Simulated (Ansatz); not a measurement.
The cluster As5⁺. Total charge 1; singlet. Geometry PBE-D4/def2-SVP; atoms count from 1.

Cartesian coordinates in Å:
```
As 0.561 -1.327 -1.039
As -1.416 -1.006 0.379
As -0.567 1.000 -1.016
As -0.277 0.826 1.548
As 1.699 0.507 0.129
```

The structure comes from a short search, and lower isomers may exist.

(1) Estimate the Mulliken populations from the PBE0/def2-TZVP orbitals of Ansatz.

(2) And the Mayer bond orders between bonded heavy atoms (over 0.3)?

Results:

(1) 
```csv
atom,charge (e)
As1,0.20
As2,0.20
As3,0.18
As4,0.20
As5,0.20
```
Mulliken values and Mayer orders depend strongly on the basis.

(2) As1–As2 1.05 (2.45 Å); As1–As3 0.76 (2.59 Å); As1–As5 1.05 (2.45 Å); As2–As3 0.76 (2.59 Å); As2–As4 1.05 (2.45 Å); As3–As4 0.76 (2.59 Å); As3–As5 0.76 (2.59 Å); As4–As5 1.05 (2.45 Å).
